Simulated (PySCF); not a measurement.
```xyz
3

Zn     0.0000     0.0000     0.0000
H      0.0376     1.0609     1.1301
H     -0.0376    -1.0609    -1.1301
```

Charge 0, multiplicity 1.

**Question.** Give the Mulliken and meta-Löwdin atomic charges from TPSSh-D3(BJ)/def2-TZVP // PBE-D3(BJ)/def2-SVP (PySCF 2.14.0).

**Answer.** 
| atom | Mulliken (e) | meta-Löwdin (e) |
|---|---|---|
| Zn1 | 0.11 | 0.88 |
| H2 | -0.05 | -0.44 |
| H3 | -0.05 | -0.44 |
